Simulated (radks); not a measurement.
The numbers below are computed, except where a source is named.
Question: All-electron atom: Ga+ in [Ar] 3d9 4s2 4p1 (not the ground configuration). Code: a radial shooting solver on a logarithmic mesh with Libxc functionals. Model: Dirac Kohn-Sham, PBE, spin-unpolarised, spherical densities, finite nucleus; open shells are shared between the two j in proportion to 2j + 1; Fermi nuclear charge, rms radius 3.9973 fm. Some entries of the table are withheld. Estimate them.

orbital,occ.,eigenvalue (eV),<r> (bohr)
1s1/2,2,-10246.28,0.04860
2s1/2,2,-1282.079,(1)
2p1/2,2,-1137.151,0.1883
2p3/2,4,-1109.507,0.1918
3s1/2,2,-166.7870,(2)
3p1/2,2,(3),(4)
3p3/2,4,(5),(6)
3d3/2,3.6,-37.2059,0.7610
3d5/2,5.4,-36.7093,0.7659
4s1/2,2,-19.3213,(7)
4p1/2,0.333333,(8),2.578
4p3/2,0.666667,(9),2.614

Answer: 
(1) 2s1/2 <r> (bohr): 0.2176
(2) 3s1/2 <r> (bohr): 0.6475
(3) 3p1/2 eigenvalue (eV): -119.8149
(4) 3p1/2 <r> (bohr): 0.6651
(5) 3p3/2 eigenvalue (eV): -116.1185
(6) 3p3/2 <r> (bohr): 0.6754
(7) 4s1/2 <r> (bohr): 2.082
(8) 4p1/2 eigenvalue (eV): -11.2624
(9) 4p3/2 eigenvalue (eV): -11.0403
